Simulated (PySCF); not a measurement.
Isomers C₅H₉NOSi₂:

A. SMILES O=CNC1=C[SiH2]C=C[SiH2]1
B. `C1(CCO)=C(C#N)[SiH2][SiH2]1`
C. SMILES O=CN[SiH2]C1=C[SiH2]C=C1

Spectrum 1. 13C{1H} NMR (computed): δ 165.1 (CH), 162.2 (CH), 151.6 (C), 142.3 (CH), 117.1 (CH).

Spectrum 2. 13C{1H} NMR (computed): δ 168.2 (CH), 167.9 (C), 160.0 (CH), 152.7 (CH), 134.4 (CH).

Spectrum 3. 13C{1H} NMR (computed): δ 196.0 (C), 138.4 (C), 120.4 (C), 65.3 (CH2), 43.2 (CH2).

Level of theory: GFN2-xTB structure, GIAO PBE0/pcSseg-1 shieldings, in PySCF (isolated molecule, no relativistic terms, a single conformation, averaged over atoms made equivalent by symmetry, fast rotation or ring inversion).

Shifts are taken against calculated references (same method and geometry level): TMS for 13C (σref 186.93). Acid and N–H amide carbonyl carbons lie up to 10 ppm further downfield in solution (hydrogen bonding). Shifts are as computed. Against solution values, carbons near 30 ppm lie about +3 ppm off and those near 130 ppm about +5 ppm. Of 1211 compounds with measured shifts, 218 miss one by over three times the rms of a fit or turn the order of signals round; such compounds aren't used in these exercises.

**Question.** Match each spectrum to its structure.

**Answer.** 1–A, 2–C, 3–B.

- Spectrum 1 (A): 5 13C signals; δC 162.2 is an amide carbonyl carbon; δC 151.6 is an alkene carbon bearing nitrogen.
- Spectrum 2 (C): 5 13C signals; δC 168.2 is an amide carbonyl carbon; δC 160.0 is an alkene CH.
- Spectrum 3 (B): 5 13C signals; δC 138.4 is a fully substituted alkene carbon; δC 120.4 is a nitrile carbon.
